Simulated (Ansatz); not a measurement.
Isolated molecules relaxed with PBE0-D4/def2-TZVP in Ansatz; ΔE leaves out vibrations. CCSD(T)/CBS adds triple-zeta CCSD(T) − MP2 to the extrapolated MP2 energy (def2 sets, frozen cores). This one scheme is used for every species. DFT in def2-TZVPP. One conformer a species, not always the lowest.

Reaction (silylene loss): `CC(C)=N[SiH3]` → `CC(C)=N` + `[SiH2]`

`CC(C)=N[SiH3]`:

Cartesian coordinates in Å:
```
C -1.896 0.552 -0.541
C -0.509 0.150 -0.146
C -0.032 -1.180 -0.676
N 0.188 0.910 0.590
Si 1.801 0.614 1.150
H -1.980 0.594 -1.633
H -2.617 -0.200 -0.204
H -2.149 1.521 -0.116
H -0.780 -1.686 -1.287
H 0.238 -1.836 0.157
H 0.871 -1.038 -1.277
H 2.755 0.408 0.020
H 1.860 -0.595 2.024
H 2.251 1.787 1.937
```

`CC(C)=N`:

Cartesian coordinates in Å:
```
C 0.410 -0.805 -0.868
C 0.189 0.393 0.011
C -0.873 0.248 1.057
N 0.824 1.487 -0.073
H 1.202 -0.628 -1.597
H 0.677 -1.678 -0.264
H -0.509 -1.062 -1.402
H -0.960 1.168 1.632
H -0.636 -0.581 1.731
H -1.837 0.013 0.596
H 1.514 1.445 -0.824
```

`[SiH2]`:

Cartesian coordinates in Å:
```
Si 0.096 -0.116 -0.695
H 0.819 -0.562 0.572
H -0.916 0.679 0.124
```

```
        species  PBE0 energy (Eh)
`CC(C)=N[SiH3]`        -463.71658
      `CC(C)=N`        -173.12955
       `[SiH2]`        -290.48646
```

Q: Work out ΔE.

A: ΔE = (-173.12955) + (-290.48646) − (-463.71658) = 0.10057 Eh = +63.1 kcal/mol. CCSD(T)/CBS gives +62.7 kcal/mol.

Largest T1 diagnostic among the species: 0.014.

From PBE to PBE0 (25 % exact exchange), in def2-TZVPP and without D4, ΔE moves by +2.3 kcal/mol. The D4 term adds +3.7 kcal/mol with B3LYP and +2.0 kcal/mol with PBE0; it sums over pairs of atoms, weighted by their polarisabilities, and B3LYP, whose exchange is more repulsive, gets the larger term. In def2-TZVPP, CCSD(T) changes the Hartree–Fock value by +1.7 kcal/mol (the triples alone add +1.1 kcal/mol) and MP2 by +7.4 kcal/mol.

B3LYP here is the variant with VWN-RPA as its local correlation; programs differ in this.
